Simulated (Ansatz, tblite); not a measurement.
Cost and result up the ladder for WS2(OH)2 (WS2O2H2) (7 atoms). Charge 0, multiplicity 1. Geometry: r2SCAN-D4/def2-SVP.

Cartesian coordinates in Å:
```
W 0.174 0.216 0.112
S -0.429 2.248 0.433
S 2.215 -0.031 0.717
O 0.005 -0.171 -1.720
H 0.666 -0.645 -2.245
O -0.895 -0.933 1.147
H -1.736 -0.683 1.555
```

Ansatz on 4 threads of Arm Neoverse V2 on a shared host; xTB runs through tblite on one thread. Times are rough, summed over both states, and most runs start from the orbitals of an earlier one. PBE0-D4/def2-TZVP serves as the yardstick here, not as an exact answer. The other state is a doublet.

In the def2 sets W takes a core potential; there is no spin–orbit coupling. The xTB rows come from tblite.

Raw xTB energies of ions are shifted by several eV.

| level | functions | vertical IE (eV) | difference from PBE0-D4/def2-TZVP (eV) |
| --- | --- | --- | --- |
| GFN1-xTB | 39 | 13.74 | 4.63 |
| r2SCAN-D4/def2-TZVP | 188 | 9.06 | -0.05 |
| PBE0-D4/def2-TZVP (with forces) | 188 | 9.11 | 0.00 |
| PBE-D4/def2-TZVP | 188 | 8.95 | -0.17 |
| GFN2-xTB | 37 | 13.54 | 4.42 |

Problem. Estimate how long each takes.

Solution. GFN1-xTB 0.01 s; GFN2-xTB 0.013 s; PBE-D4/def2-TZVP 6.4 s; PBE0-D4/def2-TZVP (with forces) 11 s; r2SCAN-D4/def2-TZVP 15 s. On shared hardware such times vary by a factor of up to 3.
